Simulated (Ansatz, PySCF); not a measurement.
System: C$_{5}$H$_{5}$S (charge 0, doublet). It need not be the lowest isomer of its formula. SMILES: Cc1[c]ccs1
Geometry: optimised at B3LYP-D3(BJ)/def2-TZVP (Ansatz, a quantum-chemistry and plane-wave program).

Wanted: atomisation energy (electronic, to ground-state atoms), in kcal/mol. Cores are frozen in the correlated levels unless marked. Open shells are spin-unrestricted. Spin-orbit coupling is left out. Non-relativistic. The coupled-cluster limit lacks core correlation, which all-electron functionals hold. CBS(X,Y): correlation extrapolated as X^-3; Hartree-Fock from the larger set. The bracket is a focal-point correction in the basis named.

The UHF reference is spin-contaminated (<S^2> 0.38 over the pure value in the largest basis). 

```json
[
 {"level": "revPBE-D4/def2-TZVPD", "program": "Ansatz + dftd4", "atomisation energy (kcal/mol)": "1156.8"},
 {"level": "TPSSh/def2-TZVPD", "program": "PySCF", "atomisation energy (kcal/mol)": "___"},
 {"level": "r2SCANh/def2-TZVPD", "program": "Ansatz", "atomisation energy (kcal/mol)": "1143.1"},
 {"level": "HSE06/def2-TZVPD", "program": "Ansatz", "atomisation energy (kcal/mol)": "1157.3"},
 {"level": "wB97X-V/def2-TZVPD", "program": "Ansatz", "atomisation energy (kcal/mol)": "1138.5"},
 {"level": "B2PLYP-D3(BJ)/def2-TZVPD", "program": "Ansatz + dftd3", "atomisation energy (kcal/mol)": "___"},
 {"level": "RPA@PBE/cc-pV(T+d)Z", "program": "Ansatz", "atomisation energy (kcal/mol)": "___"},
 {"level": "RI-MP2/CBS(cc-pV(T+d)Z,cc-pV(Q+d)Z)+[CCSD(T)-MP2]/cc-pV(T+d)Z", "program": "Ansatz", "atomisation energy (kcal/mol)": "___"}
]
```

Question: Fill in the missing entries.

Answer: 
- TPSSh/def2-TZVPD, atomisation energy (kcal/mol): 1140.1
- B2PLYP-D3(BJ)/def2-TZVPD, atomisation energy (kcal/mol): 1131.8
- RPA@PBE/cc-pV(T+d)Z, atomisation energy (kcal/mol): 1045.4
- RI-MP2/CBS(cc-pV(T+d)Z,cc-pV(Q+d)Z)+[CCSD(T)-MP2]/cc-pV(T+d)Z, atomisation energy (kcal/mol): 1134.0
